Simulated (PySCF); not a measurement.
Distorted geometries of [Lu(H2O)4]3+

[Lu(H2O)4]3+ (singlet in the valence; each metal's 4f electrons, 14 of them, lie in its core potential, out of spins and levels). PySCF 2.14.0, RKS B3LYP, Lu lcecp-1-SVP with ECP60, O def2-SVP, H def2-SVP; non-relativistic Hamiltonian with scalar-relativistic core potentials where named; density fitting; no spin-orbit coupling. Relaxed geometry:

```xyz
13

Lu    0.0000    0.0000    0.0000
O     1.3195    1.2988    1.2305
H     2.1310    1.0453    1.7351
H     1.2387    2.2700    1.3966
O    -1.3195   -1.2305    1.2988
H    -1.2387   -1.3966    2.2700
H    -2.1310   -1.7351    1.0453
O     1.3195   -1.2988   -1.2305
H     1.2387   -2.2700   -1.3966
H     2.1310   -1.0453   -1.7351
O    -1.3195    1.2305   -1.2988
H    -2.1310    1.7351   -1.0453
H    -1.2387    1.3966   -2.2700
```

Order these distorted geometries by energy above the relaxed one, lowest first.
A.
```xyz
13

Lu   -0.3356    0.1237    0.0301
O     1.2407    1.4148    1.2812
H     2.4609    1.1751    1.4747
H     0.9759    2.1816    1.5965
O    -1.3183   -1.2910    1.3050
H    -1.2156   -1.3108    2.3276
H    -2.0876   -1.6622    1.0467
O     1.2006   -1.6798   -1.2510
H     1.2485   -2.2802   -1.3442
H     2.4926   -1.0139   -1.5852
O    -1.3250    1.0216   -1.5040
H    -2.2635    1.8239   -1.2090
H    -1.0738    1.4972   -2.1685
```
B.
```xyz
13

Lu    0.0431    0.0691   -0.0411
O     1.4067    1.3166    1.1950
H     2.1951    1.0224    1.7998
H     1.2074    2.2777    1.2832
O    -1.2443   -1.2009    1.2160
H    -1.2472   -1.4187    2.2708
H    -2.2015   -1.7717    1.1917
O     1.3220   -1.2537   -1.2685
H     1.2556   -2.3540   -1.3825
H     2.0364   -1.0215   -1.6894
O    -1.3944    1.2079   -1.2140
H    -2.1626    1.7157   -1.0229
H    -1.2164    1.4112   -2.3381
```
C.
```xyz
13

Lu   -0.0155    0.0127   -0.0322
O     1.2832    1.2740    1.2129
H     2.0960    1.0645    1.7427
H     1.2578    2.2405    1.3999
O    -1.2872   -1.2338    1.2633
H    -1.2530   -1.4021    2.2350
H    -2.0949   -1.7096    1.0220
O     1.2662   -1.2772   -1.1969
H     1.3028   -2.2674   -1.3741
H     2.1099   -1.0608   -1.6883
O    -1.3280    1.1777   -1.2900
H    -2.1286    1.7984   -1.0429
H    -1.2086    1.3833   -2.2513
```

C (0.21 eV), B (2.00 eV), A (16.25 eV).

Which forces (eV/Å) act in the one that lies 0.21 eV up?


```
Lu  -0.04 -0.13  0.54
O    0.68  0.34  0.51
H   -0.08 -0.50 -0.15
H   -0.43  0.34 -0.22
O    0.39  0.29  0.44
H    0.25  0.08  0.14
H   -0.81 -0.49 -0.46
O    1.39 -1.29 -0.99
H   -0.62  0.46  0.40
H   -0.35  0.49  0.24
O   -1.72  1.78 -0.03
H    1.41 -1.25 -0.39
H   -0.05 -0.12 -0.02
```
Forces carry noise of the integration grid, about 0.01 to 0.03 eV/Å.

An lcecp potential fixes the number of 4f electrons, so in runs with it no electron can move into or out of that shell.
